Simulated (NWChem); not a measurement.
**Ionisation of ethylmethylamine (C3H9N)**

```xyz
13

C     -1.8772    -0.0990     0.2514
C     -0.4773    -0.5203    -0.1520
N      0.4845     0.5263     0.1017
C      1.8387     0.1848    -0.2491
H     -2.1669     0.8256    -0.2701
H     -2.6130    -0.8818     0.0146
H     -1.9382     0.0939     1.3355
H     -0.2165    -1.4801     0.3538
H     -0.4584    -0.7443    -1.2341
H      0.4350     0.8073     1.0787
H      2.5184     1.0099     0.0129
H      1.9181     0.0342    -1.3389
H      2.2253    -0.7412     0.2336
```
Charge 0, spin multiplicity 1.

Everything below was run with NWChem. All single points use one geometry, from PBE0/def2-SVP, a minimum by its harmonic frequencies. It is one conformer; others weren't searched.

Basis set: def2-TZVP. −ε marks an orbital energy of the parent.

B3LYP has NWChem's definition, with VWN1-RPA local correlation.

### Question
For the first vertical ionisation energy, −ε(HOMO) of BHandHLYP gives 7.72 eV and −ε(HOMO) of LDA (SVWN5) gives 5.01 eV. What do −ε(HOMO) of B3LYP, −ε(HOMO) of PBE, G0W0@PBE0 give?

### Answer
−ε(HOMO) of B3LYP: 6.13 eV; −ε(HOMO) of PBE: 4.93 eV; G0W0@PBE0: 8.52 eV.
